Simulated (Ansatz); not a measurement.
`FB(F)O[SiH3]` + H–F → `FB(F)F` + `O[SiH3]` at 600 K and 1 bar (ligand exchange at a B–O bond).

Program: Ansatz. Geometries: PBE0-D4/def2-TZVP. ΔE: electronic, gas phase. CCSD(T)/CBS is the MP2 limit (def2-TZVPP, def2-QZVPP) plus CCSD(T) − MP2 in def2-TZVPP, frozen cores. This one scheme is used for every species. One conformer a species, not always the lowest.

```
       species  CCSD(T)/CBS energy (Eh)  H − E (kJ/mol)  S (J/(mol·K))
`FB(F)O[SiH3]`               -590.65048           158.3          419.1
           H–F               -100.39570            42.3          194.0
      `FB(F)F`               -324.35731            62.7          295.7
     `O[SiH3]`               -366.69042           135.7          307.9
```

H − E and S are ideal-gas, rigid-rotor, harmonic terms from PBE0-D4/def2-TZVP, for one conformer and one mirror image of each species. 1 Eh = 2625.50 kJ/mol, R = 8.31446 J/(mol·K).

Problem. By hand: ΔE, ΔH, ΔS and ΔG.

Solution. ΔE = (-324.35731) + (-366.69042) − (-590.65048) − (-100.39570) = -0.00155 Eh = -4.1 kJ/mol. Δ(H − E) = 62.7 + 135.7 − 158.3 − 42.3 = -2.2, so ΔH = -6.3 kJ/mol. ΔS = 295.7 + 307.9 − 419.1 − 194.0 = -9.5 J/(mol·K). ΔG = -6.3 − 600 × (-9.5)/1000 = -0.6 kJ/mol.

Problem. By hand: the equilibrium constant, and the temperature at which ΔG would vanish if ΔH and ΔS stayed fixed.

Solution. log₁₀ K = −ΔG/(RT ln 10) = 0.1. ΔG = 0 at ΔH/ΔS = 663 K, though so small a ΔH makes that figure unsure.

TΔS isn't small against ΔH here. The sign of ΔG lies within the doubt. A doubt of 5 kJ/mol in ΔE shifts log₁₀ K by 0.4 here. Other conformers and mirror images would add mixing entropy, several J/(mol·K) or more a flexible species. Modes under 60 cm⁻¹, often nearly free rotors, make the harmonic entropy too high. These are equilibria of isolated gas molecules and say nothing of rates. Largest T1 diagnostic: 0.012 (customary marks: 0.02 for closed shells, 0.045 for open ones).
